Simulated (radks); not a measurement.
Task: Ionisation of the rubidium ion Rb+, [Kr], to [Ar] 3d10 4s2 4p5 as the strength of local exchange is varied. Calculated with a radial shooting solver on a logarithmic mesh with Libxc functionals: scalar-relativistic Kohn-Sham, Slater X-alpha exchange (alpha = 2/3 is LDA exchange), no correlation, spin-unpolarised, spherical densities, finite nucleus; Fermi nuclear charge, rms radius 4.2036 fm.

| alpha | E(Rb+) (hartree) | exchange (hartree) | IE (eV) | -e of the level emptied (eV) | <r> of it (bohr) |
|---|---|---|---|---|---|
| 0.596 | -2964.21356 | -83.38441 | 25.146 | 19.297 (4p) | 1.747 |
| 0.667 | -2974.17498 | -93.61539 | 26.291 | 20.369 (4p) | 1.724 |
| 0.746 | -2985.29610 | -105.07336 | 27.592 | 21.592 (4p) | 1.701 |
| 0.819 | -2995.60747 | -115.73051 | 28.821 | 22.750 (4p) | 1.679 |
| 0.969 | -3016.90030 | -137.83773 | 31.423 | 25.214 (4p) | 1.638 |
| 1.034 | -3026.17106 | -147.50473 | 32.583 | 26.317 (4p) | 1.621 |
| x | -3008.36621 | -128.96113 | 30.370 | 24.215 (4p) | 1.654 |

Which alpha was used in the last row?

Result: alpha = 0.909. NIST Atomic Spectra Database: 27.290 eV (measured). The Delta-SCF value meets it near alpha = 0.73. Spin polarisation and multiplet splitting are left out, so open shells lie too high by an amount that depends on their filling.

Beside tabulated values, note that spin-unpolarised runs miss the spin-polarisation part of the exchange energy of open shells.
